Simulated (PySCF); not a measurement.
Unrelated species, one level of theory. Method: TDDFT CAM-B3LYP/def2-SVPD, vertical, gas phase, core orbitals frozen in the response in PySCF. Geometries: GFN2-xTB; one conformer of each isolated species. Triplets are in the Tamm–Dancoff approximation. 'Strongest' means the level of largest summed f among the lowest 8 singlets; it needn't be the same kind of state in each.

Question: Rank by computed lowest singlet excitation energy, highest first.
A. `FC(F)C(F)(F)C(F)(F)F`
B. `C=CC(=C)C[SiH3]`
C. `C[C@]1(CF)CS1`
D. `Cc1nnn(C)c1C=O`
E. `C=C/C=C(\C)[SiH3]`
F. `C=CC[SiH]1CC1`
G. `CSc1cpcs1`

Answer: A (9.51 eV), F (6.35 eV), B (5.68 eV), E (5.38 eV), C (4.88 eV), G (4.41 eV), D (3.97 eV).

```csv
SMILES,S1 (eV),strongest (eV),LUMO (eV),gap (eV),f (strongest),S1 mainly
FC(F)C(F)(F)C(F)(F)F,9.51,11.12,1.15,13.18,0.09,H→L+1 (87%)
C=CC[SiH]1CC1,6.35,6.35,1.03,9.00,0.32,H→L (88%)
C=CC(=C)C[SiH3],5.68,5.68,0.17,8.08,0.47,H→L (97%)
C=C/C=C(\C)[SiH3],5.38,5.38,-0.07,7.78,0.75,H→L (98%)
C[C@]1(CF)CS1,4.88,7.27,0.79,8.97,0.06,H→L (90%)
CSc1cpcs1,4.41,5.77,-0.32,7.05,0.38,H→L (96%)
Cc1nnn(C)c1C=O,3.97,5.23,-1.12,7.97,0.25,H-2→L (72%)
```

H and L stand for HOMO and LUMO.

Mean S1 by what the SMILES shows (count): single bonds only 7.19 eV (2); a double or triple bond but no aromatic ring 5.80 eV (3); an aromatic ring 4.19 eV (2).

- `FC(F)C(F)(F)C(F)(F)F`: Löwdin shares by element: HOMO carbon 30% or more, fluorine 27% or more (atoms not listed hold the other 43%); LUMO carbon 27% or more, fluorine 22% or more, hydrogen 21% (atoms not listed hold the other 30%).
- `C=CC[SiH]1CC1`: Löwdin shares by element: HOMO carbon 50% or more, silicon 27% (atoms not listed hold the other 23%); LUMO carbon 49% or more, silicon 15% (atoms not listed hold the other 37%).
- `C=CC(=C)C[SiH3]`: Löwdin shares by element: HOMO carbon 80% or more (atoms not listed hold the other 20%); LUMO carbon 76% or more (atoms not listed hold the other 24%).
- `C=C/C=C(\C)[SiH3]`: Löwdin shares by element: HOMO carbon 80% or more (atoms not listed hold the other 20%); LUMO carbon 75% or more (atoms not listed hold the other 25%).
- `C[C@]1(CF)CS1`: Löwdin shares by element: HOMO sulfur 74%, carbon 16% or more; LUMO sulfur 58%, carbon 26% or more (atoms not listed hold the other 16%).
- `CSc1cpcs1`: Löwdin shares by element: HOMO sulfur 35% or more, carbon 32% or more, phosphorus 10% (atoms not listed hold the other 23%); LUMO carbon 35% or more, phosphorus 29%, sulfur 20% or more (atoms not listed hold the other 15%).
- `Cc1nnn(C)c1C=O`: Löwdin shares by element: HOMO carbon 44% or more, nitrogen 18% or more, oxygen 9% (atoms not listed hold the other 29%); LUMO carbon 25% or more, oxygen 22%, nitrogen 22% or more (atoms not listed hold the other 31%).
